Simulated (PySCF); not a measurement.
A structure optimised at PBE-D3(BJ)/def2-SVP, used in a PySCF frequency run:

```
Si
N 1 1.7255
H 2 1.0219 1 121.87
H 2 1.0224 3 111.77 1 155.33
O 1 1.7306 2 119.93 3 63.99
C 5 1.4483 1 108.51 2 -100.85
H 6 1.1122 5 109.81 1 -137.71
H 6 1.1145 7 107.56 5 121.85
H 1 1.5004 2 105.19 3 -174.29
Si 6 1.9288 7 115.49 8 128.42
F 10 1.6508 6 116.70 7 -112.13
H 10 1.5079 11 106.17 6 -128.62
```
Charge 0, spin multiplicity 1.

Write its SMILES and formula.

N[Si@@H]1OC[Si@@H]1F, CH6FNOSi2

What are its rotational constants (standard atomic weights)?

3.2626, 1.7883, 1.3590 GHz
